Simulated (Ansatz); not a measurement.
Potential energy surface of H3Ga, singlet: umbrella (inversion) coordinate, bond length relaxed. Scanned: angle between the Ga-H bonds and the threefold axis (90 = planar). Other coordinates (Ga-H bond length) were minimised at B3LYP/def2-TZVP. Each profile is relative to its own lowest point.

```json
[
 {"a / °": "90", "A": "0.000", "B": "0.000", "C": "0.000"},
 {"a / °": "93.75", "A": "0.029", "B": "0.028", "C": "0.031"},
 {"a / °": "95.41", "A": "0.061", "B": "0.058", "C": "0.063"},
 {"a / °": "99.16", "A": "0.174", "B": "0.166", "C": "0.182"},
 {"a / °": "101.55", "A": "0.276", "B": "0.265", "C": "0.289"},
 {"a / °": "104.34", "A": "0.426", "B": "0.408", "C": "0.446"},
 {"a / °": "107.87", "A": "0.661", "B": "0.635", "C": "0.693"},
 {"a / °": "110.73", "A": "0.890", "B": "0.856", "C": "0.934"},
 {"a / °": "114.65", "A": "1.260", "B": "1.215", "C": "1.324"},
 {"a / °": "117.53", "A": "1.574", "B": "1.521", "C": "1.657"},
 {"a / °": "120.11", "A": "1.887", "B": "1.828", "C": "1.990"},
 {"a / °": "123.55", "A": "2.354", "B": "2.287", "C": "2.487"},
 {"a / °": "125.95", "A": "2.714", "B": "2.643", "C": "2.871"},
 {"a / °": "128.91", "A": "3.198", "B": "3.127", "C": "3.391"},
 {"a / °": "132", "A": "3.755", "B": "3.688", "C": "3.990"}
]
```

Energies in eV.

Task: Assign the columns to these levels of theory: CCSD(T) on RHF/cc-pVDZ, cores with 3d frozen run with Ansatz (a quantum-chemistry and plane-wave program); MP2 on RHF/cc-pVDZ, cores with 3d frozen in Ansatz; restricted PBE/cc-pVDZ (Ansatz).

Result: A is CCSD(T)/cc-pVDZ; B is RKS-PBE/cc-pVDZ; C is MP2/cc-pVDZ.
